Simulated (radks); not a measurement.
All-electron atom: the lanthanum ion La39+ in [Ar].

Method: scalar-relativistic Kohn-Sham, r2SCAN, spin-unpolarised, spherical densities, finite nucleus; meta-GGA in the generalised Kohn-Sham scheme; Fermi nuclear charge, rms radius 4.855 fm; computed with a radial shooting solver on a logarithmic mesh with Libxc functionals.

Energy parts (eV):
total: -196998.65
kinetic: 210187.14
electron-nucleus: -432916.48
Hartree: 29230.18
exchange-correlation: -3499.49

Orbitals (lengths in bohr, moments of r in powers of bohr; r(90%) holds 90 % of the orbital's charge):
1s: occ. 2; eigenvalue (eV) -41034.22; <r^4> 1.921e-06; r(90%) 0.0452
2s: occ. 2; eigenvalue (eV) -8354.196; <r^4> 0.0003013; r(90%) 0.164
2p: occ. 6; eigenvalue (eV) -7726.514; <r^4> 0.0002176; r(90%) 0.151
3s: occ. 2; eigenvalue (eV) -3145.944; <r^4> 0.008938; r(90%) 0.381
3p: occ. 6; eigenvalue (eV) -2946.507; <r^4> 0.008598; r(90%) 0.378

The highest occupied level is 3p at -2946.5 eV. For comparison, the ionisation energy in NIST's Atomic Spectra Database is 2950 eV (theoretical). In exact Kohn-Sham theory the highest level is minus the ionisation energy, but local and semilocal functionals leave it too shallow, through self-interaction and a potential that decays too fast; potentials with the right tail come closer. Summed over all electrons, <r^2> = 0.6997 bohr^2, which gives a Langevin (diamagnetic) susceptibility term of -0.554 x 10^-6 cm^3/mol. The electron density at the nucleus is 3.65e+05 e/bohr^3 (large components only).
